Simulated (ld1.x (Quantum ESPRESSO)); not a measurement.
Pseudopotential generation for Zn: ultrasoft, PBE, scalar-relativistic.

ld1.x (Quantum ESPRESSO) 7.5 input, shortened:

```
&input
   title='Zn', zed=30., rel=1, dft='PBE', iswitch=3,
   config='[Ar] 3d10 4s1 4p1'
 /
 &inputp
   pseudotype=3, tm=.true., lloc=-2, rcloc=1.75,
   nlcc=.true., new_core_ps=.true.,
   which_augfun='PSQ', rmatch_augfun=2.05
 /
4
4S  1  0   1.00   0.00  1.85  2.30  0.0
4S  1  0   0.00   4.10  1.85  2.30  0.0
4P  2  1   1.00   0.00  3.10  3.35  0.0
4P  2  1   0.00   3.70  3.10  3.35  0.0
 &test
   configts(1)='4s1 4p1'
 /
```

Poles of the logarithmic derivatives, all-electron (AE) and pseudo (PS). s: poles at -0.3, 3.1 (AE) and -0.3, 3.1 (PS) Ry. p: poles at 0.4, 3.9 (AE) and 0.4, 3.9 (PS) Ry. Test radius 3.64 bohr.

- Cutoffs needed: 6 Ry and 6 Ry (the cutoffs (Ry, on a coarse ladder) from which the occupation-weighted sum of valence levels, in a spherical-Bessel basis at the reference potential, stays within 10 and 1 mRy of its value at 400 Ry)
- Ghost test: no extra level below or beside the all-electron valence levels (s, p, d, f tested) (spherical-Bessel basis up to 400 Ry, 20 bohr box)
- Configuration tests: test run stopped at test 2 of 5 (negative rho)
- Lowest eigenvalue of the overlap operator: 0.67 (s channel)
- Density cutoff estimated by the generator: 68 Ry
